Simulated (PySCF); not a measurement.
Compound: C₆H₁₀FO (doublet state).
Structure used (GFN2-xTB), in Å, numbered top down from 1:
```
atom  x, y, z in Å
C1     2.159   -0.268   -0.736
C2     0.747   -0.062   -0.350
C3    -0.333   -1.074   -0.485
C4    -1.468   -0.533    0.400
O5    -1.382   -0.992    1.723
C6    -1.290    0.998    0.325
F7    -1.946    1.478   -0.790
C8     0.217    1.227    0.179
H9     2.284   -1.222   -1.242
H10    2.822   -0.256    0.137
H11    2.508    0.529   -1.399
H12   -0.026   -2.076   -0.171
H13   -0.685   -1.153   -1.523
H14   -2.461   -0.823    0.049
H15   -0.485   -0.836    2.041
H16   -1.740    1.504    1.185
H17    0.405    2.067   -0.499
H18    0.665    1.497    1.145
```

The hyperfine couplings belong to this conformer and change with its torsions.

Identity: `C[C]1C[C@@H](O)[C@H](F)C1` [radical].

The calculation used UKS B3LYP, pcH-1 on C F H O, non-relativistic, mean-field spin-orbit, GIAO (PySCF). Isolated species at its GFN2-xTB geometry (one conformer only). GFN2-xTB frequencies show an imaginary mode (55i cm⁻¹), so this geometry is no minimum at that level. Couplings are sensitive to structure, and on GFN2-xTB geometries they can be far from those on DFT ones. The SCF solution wasn't tested for stability.

Principal values of hyperfine tensors in MHz (contact and dipolar terms together), for some of the nuclei:

```json
{"atom": "H13", "isotope": "1H", "A1": "142.28", "A2": "143.89", "A3": "155.80"}
{"atom": "H10", "isotope": "1H", "A1": "111.59", "A2": "112.42", "A3": "125.18"}
{"atom": "H18", "isotope": "1H", "A1": "107.55", "A2": "107.92", "A3": "120.75"}
{"atom": "C2", "isotope": "13C", "A1": "10.03", "A2": "10.74", "A3": "251.27"}
{"atom": "H11", "isotope": "1H", "A1": "79.63", "A2": "80.26", "A3": "92.61"}
{"atom": "H12", "isotope": "1H", "A1": "65.48", "A2": "65.87", "A3": "78.28"}
{"atom": "C3", "isotope": "13C", "A1": "-36.07", "A2": "-33.94", "A3": "-32.35"}
{"atom": "C8", "isotope": "13C", "A1": "-35.59", "A2": "-34.28", "A3": "-31.70"}
```

Problem. Split each tensor into its isotropic and traceless parts, and turn a_iso into mT with g = 2.0027.

Solution. a_iso is a third of the trace, T = A − a_iso, and a(mT) = a(MHz)/(g × 13.996).

| atom | a_iso (MHz) | a_iso (mT) | T1 | T2 | T3 |
| --- | --- | --- | --- | --- | --- |
| H13 | 147.33 | 5.256 | -5.04 | -3.43 | 8.48 |
| H10 | 116.40 | 4.152 | -4.81 | -3.98 | 8.78 |
| H18 | 112.07 | 3.998 | -4.52 | -4.15 | 8.68 |
| C2 | 90.68 | 3.235 | -80.65 | -79.94 | 160.59 |
| H11 | 84.17 | 3.003 | -4.54 | -3.90 | 8.44 |
| H12 | 69.88 | 2.493 | -4.40 | -4.01 | 8.40 |
| C3 | -34.12 | -1.217 | -1.95 | 0.18 | 1.77 |
| C8 | -33.86 | -1.208 | -1.73 | -0.42 | 2.15 |

Problem. What spin density at the nucleus of H12 lies behind its contact coupling (g_N = 5.58569)?

Solution. a_FC = (2μ0/3) gₑ μB g_N μN ρ(0)/(2S·h) = 800.24 MHz × g_N × ρ(0)/(2S), with ρ in bohr⁻³. With a_FC = 69.88 MHz and 2S = 1, ρ(0) = 0.01563 bohr⁻³. In magnitude that is 4.9 % of the 1/π = 0.318 of a free hydrogen atom.

Problem. H17 (1H, g_N = 5.58569) isn't in the table. Its spin density at the nucleus is 0.02154 bohr⁻³. What is its contact coupling?

Solution. By the same relation, a_FC = 96.3 MHz. Its full tensor has the principal values 91.76, 92.68, 104.46 MHz.

Problem. Which nucleus of the table has the largest anisotropic coupling, and what is its form?

Solution. C2: -80.7, -79.9, 160.6 MHz, axial, in the ratio −1:−1:+2, the form that spin in one p orbital centred on that nucleus gives.

Problem. What first-order splitting does H13 cause when the field lies along A1, A2 or A3 of its tensor (g taken as isotropic, no quadrupole term)?

Solution. 2 lines (I = 1/2), spaced by |A_i|/(g × 13.996): 5.08, 5.13, 5.56 mT along the axes of A1, A2 and A3.
